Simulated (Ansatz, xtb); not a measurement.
## C5H9FS: which of two isomers lies lower

Structure X: `CC(=S)C(C)(C)F`, a singlet. Structure Y: `FC[C@@H]1CCCS1`, a singlet. Both are isolated molecules in the gas phase, relaxed with PBE0-D3(BJ)/def2-SVP; each stands in its lowest conformer found.

X (Å):

```xyz
16

C    -2.9739    2.2169   -0.1225
C    -2.1907    1.0520   -0.6202
C    -0.7350    0.9915   -0.1674
C     0.2061    1.0911   -1.3566
C    -0.4829   -0.2442    0.6808
F    -0.4884    2.0995    0.6422
S    -2.8141   -0.0995   -1.5851
H    -2.9624    2.2324    0.9799
H    -4.0045    2.1833   -0.4933
H    -2.4850    3.1559   -0.4307
H     0.0265    2.0260   -1.9069
H     1.2467    1.0857   -1.0016
H     0.0412    0.2447   -2.0359
H    -0.6779   -1.1490    0.0907
H    -1.1455   -0.2451    1.5584
H     0.5605   -0.2439    1.0273
```

Y (Å):

```xyz
16

C    -1.1859    3.2372    0.3579
C    -0.1668    2.3944   -0.3841
C    -0.7568    1.1118   -0.9658
C    -0.7540    0.0710    0.1467
C     0.6352    0.1085    0.7673
F    -2.1515    3.6804   -0.5166
S     1.1451    1.8677    0.7859
H    -1.6716    2.6495    1.1555
H    -0.6993    4.1104    0.8230
H     0.2918    3.0118   -1.1719
H    -1.7626    1.3076   -1.3688
H    -0.1269    0.7662   -1.8010
H    -1.5098    0.3242    0.9078
H    -0.9982   -0.9359   -0.2267
H     1.3584   -0.4641    0.1659
H     0.6575   -0.2827    1.7945
```

Quicker runs give these differences E(Y) − E(X): GFN2-xTB −0.589 eV; HF/STO-3G −1.825 eV (at GFN2-xTB geometries); r2SCAN-D4/def2-SVP −0.189 eV (at GFN2-xTB geometries).

Question: Estimate E(Y) − E(X) at the level CCSD(T)/def2-SVP + ΔMP2/def2-TZVPP.

Answer: Calculated at CCSD(T)/def2-SVP + ΔMP2/def2-TZVPP: E(Y) − E(X) = −0.307 eV, so structure Y lies lower.

Level by level:

| level | geometry | E(Y) − E(X) (eV) | departure from the last row (eV) | job, with rough time for the two |
| --- | --- | --- | --- | --- |
| GFN2-xTB | GFN2-xTB | −0.589 | −0.283 | optimisation, 0.14 s |
| HF/STO-3G | GFN2-xTB | −1.825 | −1.519 | single point, 0.42 s |
| r2SCAN-D4/def2-SVP | GFN2-xTB | −0.189 | +0.118 | single point, 4.2 s |
| PBE0-D3(BJ)/def2-SVP | PBE0-D3(BJ)/def2-SVP | −0.374 | −0.067 | optimisation, 29 s |
| HF/def2-SVP | PBE0-D3(BJ)/def2-SVP | −0.236 | +0.071 | part of the CCSD(T) run |
| MP2/def2-SVP | PBE0-D3(BJ)/def2-SVP | −0.180 | +0.126 | part of the CCSD(T) run |
| CCSD(T)/def2-SVP | PBE0-D3(BJ)/def2-SVP | −0.121 | +0.186 | single point |
| CCSD(T)/def2-SVP + ΔMP2/def2-TZVPP | PBE0-D3(BJ)/def2-SVP | −0.307 |  | single point, 83 s |

As drawn, Y has 2 C–S in place of 1 C=S. Structure X has no ring, Y a 5-membered ring.

None of the levels shown reverses the order. The largest departure from CCSD(T)/def2-SVP + ΔMP2/def2-TZVPP is that of HF/STO-3G, 1.519 eV. The last row adds to CCSD(T) the change of the MP2 difference between the two basis sets, here −0.186 eV, a large step that makes the value less sure.

With thermal terms from frequencies at re-optimised GFN2-xTB minima (ideal gas, soft modes damped towards free rotors, one conformer each, 298.15 K, 1 atm): on the last row, ΔE + ΔZPE = −0.200, ΔH = −0.247, ΔG = −0.168 eV.

The correlated steps freeze 11 core orbitals. Mirror images aren't counted in ΔG. Run with Ansatz 0.2.0, xtb 6.7.1; the last row on 4 threads of Arm Neoverse V1 on a shared host.
